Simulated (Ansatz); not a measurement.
`C=C[CH2][InH][Cl]` + H–F → `[F][InH][Cl]` + `C=CC`  (ligand exchange at the In–C bond)

Calculated with Ansatz (gas phase, PBE0-D4/def2-TZVP geometries, no zero-point term in ΔE). CCSD(T)/CBS is the MP2 limit (def2-TZVPP, def2-QZVPP) plus CCSD(T) − MP2 in def2-TZVPP, frozen cores. This one scheme is used for every species. Elements past krypton have def2 core potentials. For In outer-core shells are correlated without core-valence functions, which leaves a few kJ/mol of doubt a bond. Each species was taken in one conformer, which may not be the lowest.

```csv
species,CCSD(T)/CBS(def2) energy (Eh)
`C=C[CH2][InH][Cl]`,-767.37996
H–F,-100.39570
`[F][InH][Cl]`,-750.05448
`C=CC`,-117.74610
```

Question: Work out ΔE.

Answer: ΔE = (-750.05448) + (-117.74610) − (-767.37996) − (-100.39570) = -0.02492 Eh = -65.4 kJ/mol.

Largest T1 diagnostic among the species: 0.015.

In def2-TZVPP, CCSD(T) changes the Hartree–Fock value by +35.2 kJ/mol (the triples alone add +3.7 kJ/mol) and MP2 by +44.1 kJ/mol. From PBE to PBE0 (25 % exact exchange), in def2-TZVPP and without D4, ΔE moves by +3.1 kJ/mol.
